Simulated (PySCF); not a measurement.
## Radial density of N⁺ (nitrogen, charge +1)

r2SCANh, [He] 2s2 2p1 3s1, high-spin 3P determinant (an excited configuration). Calculation: PySCF 2.14, in aug-cc-pVDZ-DK (4s3p2d, 23 functions); the spin-free X2C one-electron Hamiltonian (Gaussian nucleus).

| r (bohr) | 4πr²ρ (e/bohr) | 4πr²(ρα − ρβ) |
| --- | --- | --- |
| 0.00476 | 0.05739 | 0.0001 |
| 0.00801 | 0.1548 | 0.0004 |
| 0.0135 | 0.3997 | 0.0011 |
| 0.0227 | 0.9891 | 0.0027 |
| 0.0381 | 2.246 | 0.0065 |
| 0.0641 | 4.427 | 0.0142 |
| 0.108 | 6.844 | 0.0283 |
| 0.181 | 7.106 | 0.0657 |
| 0.305 | 3.953 | 0.2050 |
| 0.513 | 1.830 | 0.5813 |
| 0.863 | 2.696 | 0.9334 |
| 1.45 | 1.630 | 0.4898 |
| 2.44 | 0.3684 | 0.2380 |
| 4.11 | 0.3004 | 0.2997 |
| 6.91 | 0.02141 | 0.0214 |

Densities and radii are taken from the X2C orbitals without a picture-change correction, which distorts them close to the nucleus.

The outer electron is Rydberg-like, and this basis confines it to a smaller radius and binds it less than a complete one would.
